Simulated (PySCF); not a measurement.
Sn(F)2(Cl)(NH2) (ClF2H2NSn), SMILES [F][Sn]([Cl])([NH2])[F].

Coordinates come from a B3LYP-D3(BJ)/def2-SVP optimisation. The structure was generated by enumeration; whether it is a known compound was not checked. The def2 effective core potentials stand for the cores of Sn; spin–orbit coupling is left out. One conformer was computed; it need not be the lowest.

These are TDDFT-PBE/def2-SVPD (PySCF 2.14.0) values and carry that method's errors.

Vertical excitations. 

| state | energy (eV) | λ (nm) | f | main pairs |
|---|---|---|---|---|
| S1 | 4.00 | 310 | 0.022 | HOMO→LUMO 97 % |
| S2 | 4.77 | 260 | 0.008 | HOMO−2→LUMO 95 % |
| S3 | 4.77 | 260 | 0.017 | HOMO−1→LUMO 94 % |
| S4 | 5.75 | 216 | 0.012 | HOMO−4→LUMO 92 % |
| S5 | 5.76 | 215 | 0.001 | HOMO−5→LUMO 94 % |
| S6 | 5.85 | 212 | 0.082 | HOMO−3→LUMO 82 % |
| S7 | 5.91 | 210 | 0.027 | HOMO−6→LUMO 88 % |
| S8 | 6.61 | 188 | 0.002 | HOMO→LUMO+1 98 % |
| S9 | 6.97 | 178 | 0.052 | HOMO→LUMO+2 98 % |
| S10 | 7.12 | 174 | 0.055 | HOMO−7→LUMO 64 %, HOMO→LUMO+3 16 %, HOMO−2→LUMO+1 13 % |
| T1 | 3.45 | 360 | 0 | HOMO→LUMO 100 % |
| T2 | 4.39 | 283 | 0 | HOMO−1→LUMO 100 % |
| T3 | 4.41 | 281 | 0 | HOMO−2→LUMO 100 % |
| T4 | 5.22 | 237 | 0 | HOMO−3→LUMO 99 % |
Triplets are in the Tamm–Dancoff approximation, which puts them higher than full response would, so one can lie above its singlet here.
